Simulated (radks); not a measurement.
Results of a calculation; reference values are marked as such.
Problem. The table gives one normalised radial function P(r) = r R(r) (large component) of Pd21+ in [Ar] 3d7 (r in bohr). Level of theory: Dirac Kohn-Sham, BLYP, spin-unpolarised, spherical densities, finite nucleus; open shells fill j = l - 1/2 first; Fermi nuclear charge, rms radius 4.5318 fm (a radial shooting solver on a logarithmic mesh with Libxc functionals).

r,P
0.002958,0.0001
0.003701,0.0002
0.00463,0.0004
0.005793,0.0007
0.00719,0.0012
0.008995,0.0022
0.01125,0.0041
0.01408,0.0074
0.01761,0.0134
0.02186,0.0236
0.02735,0.0418
0.03421,0.0729
0.0428,0.1246
0.05355,0.2074
0.06646,0.3288
0.08315,0.5100
0.104,0.7537
0.1301,1.0510
0.1628,1.3672
0.2037,1.6374
0.2528,1.7759
0.3163,1.7227
0.3957,1.4541
0.495,1.0379
0.6193,0.6030
0.7686,0.2804
0.9616,0.0932
1.203,0.0210

Which n and l does it have? It may be an empty orbital.

Solution. n = 3, l = 2: the number of nodes gives n - l - 1 = 0, the rise at small r points to l (for j = l - 1/2 the large component starts outside the nucleus as r^gamma with gamma = sqrt(l^2 - (Z/c)^2) = 1.97 and the r^(l+1) term takes over further out; the orbital of l - 1 with the same j starts with the same power, but with a larger coefficient, and does not steepen), and the extent must fit the shell. The curve is that of 3d3/2; the two j differ most near the nucleus, where j = l - 1/2 has the larger amplitude, and in heavy atoms j = l - 1/2 is also the more compact. 3d3/2: eigenvalue -976.56 eV, 0 radial nodes, <r> = 0.329 bohr, 90 % of the charge inside 0.513 bohr.
